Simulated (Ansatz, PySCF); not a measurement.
Barrier from R1 to the saddle point P1, each structure at its B3LYP-D3(BJ)/def2-TZVP stationary point, reached from a drawn start; harmonic modes at that level show the others as minima.
R1, H3Si (SMILES [SiH3]) (charge 0, multiplicity 2):
```xyz
4

Si     0.0000     0.0000     0.3413
H      1.4113     0.0000    -0.1137
H     -0.7056     1.2222    -0.1137
H     -0.7056    -1.2222    -0.1137
```
P1, H3Si, a first-order saddle point (one imaginary mode, 700i cm⁻¹) (charge 0, multiplicity 2, Z-matrix in Å and degrees):
```
Si
H 1 1.4669
H 1 1.4669 2 120.00
H 1 1.4669 2 120.00 3 180.00
```

P less R. No zero-point or thermal terms; open shells are unrestricted. No path was followed down from the saddle.

Correlated levels freeze the cores. CBS: X⁻³ extrapolation of the correlation energy, Hartree–Fock from the larger set.

Codes used: Ansatz (a program for electronic structure); PySCF for the D3/D4 terms. No computed number here is a measurement.

| level | barrier height (meV) |
|---|---|
| PBE/def2-TZVPP | 182.1 |
| r2SCAN/def2-TZVPP | 174.5 |
| B3LYP-D3(BJ)/def2-TZVPP | 226.3 |
| BHLYP-D3(BJ)/def2-TZVPP | 263.1 |
| CAM-B3LYP/def2-TZVPP | 236.1 |
| MP2/CBS(cc-pV(T+d)Z, cc-pV(Q+d)Z) | 245.3 |
| CCSD/cc-pV(Q+d)Z | 242.2 |
| CCSD(T)/cc-pV(Q+d)Z | (withheld) |
| CCSD(T)/CBS(cc-pV(T+d)Z, cc-pV(Q+d)Z) | (withheld) |

Problem. Complete the blanks.

Solution. 
- CCSD(T)/cc-pV(Q+d)Z, barrier height (meV): 231.1
- CCSD(T)/CBS(cc-pV(T+d)Z, cc-pV(Q+d)Z), barrier height (meV): 225.1
